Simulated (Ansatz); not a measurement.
`[NH2][Cd][Cl]` + HCl → `[Cl][Cd][Cl]` + NH₃ at 500 K and 1 bar (ligand exchange at a Cd–N bond).

Program: Ansatz. Geometries: PBE0-D4/def2-TZVP. ΔE: electronic, gas phase. CCSD(T)/CBS adds triple-zeta CCSD(T) − MP2 to the extrapolated MP2 energy (def2 sets, frozen cores). This one scheme is used for every species. Elements past krypton have def2 core potentials. For Cd outer-core shells are correlated without core-valence functions, which leaves a few kJ/mol of doubt a bond. Each species was taken in one conformer, which may not be the lowest.

| species | CCSD(T)/CBS energy (Eh) | H − E (kJ/mol) | S (J/(mol·K)) |
| --- | --- | --- | --- |
| `[NH2][Cd][Cl]` | -683.44247 | 98.0 | 342.2 |
| HCl | -460.38127 | 32.5 | 201.9 |
| `[Cl][Cd][Cl]` | -1087.36358 | 32.0 | 317.1 |
| NH₃ | -56.50880 | 108.2 | 211.8 |

H − E and S are ideal-gas, rigid-rotor, harmonic terms from PBE0-D4/def2-TZVP, for one conformer and one mirror image of each species. 1 Eh = 2625.50 kJ/mol, R = 8.31446 J/(mol·K).

Question: By hand: ΔE, ΔH, ΔS and ΔG.

Answer: ΔE = (-1087.36358) + (-56.50880) − (-683.44247) − (-460.38127) = -0.04864 Eh = -127.7 kJ/mol. Δ(H − E) = 32.0 + 108.2 − 98.0 − 32.5 = 9.7, so ΔH = -118.0 kJ/mol. ΔS = 317.1 + 211.8 − 342.2 − 201.9 = -15.2 J/(mol·K). ΔG = -118.0 − 500 × (-15.2)/1000 = -110.4 kJ/mol.

Question: By hand: the equilibrium constant, and the temperature at which ΔG would vanish if ΔH and ΔS stayed fixed.

Answer: log₁₀ K = −ΔG/(RT ln 10) = 11.5. ΔG = 0 at ΔH/ΔS = 7763 K, far beyond where these terms or the molecules hold.

ΔH outweighs TΔS. A doubt of 5 kJ/mol in ΔE shifts log₁₀ K by 0.5 here. Other conformers and mirror images would add mixing entropy, several J/(mol·K) or more a flexible species. These are equilibria of isolated gas molecules and say nothing of rates. Largest T1 diagnostic: 0.014 (customary marks: 0.02 for closed shells, 0.045 for open ones).
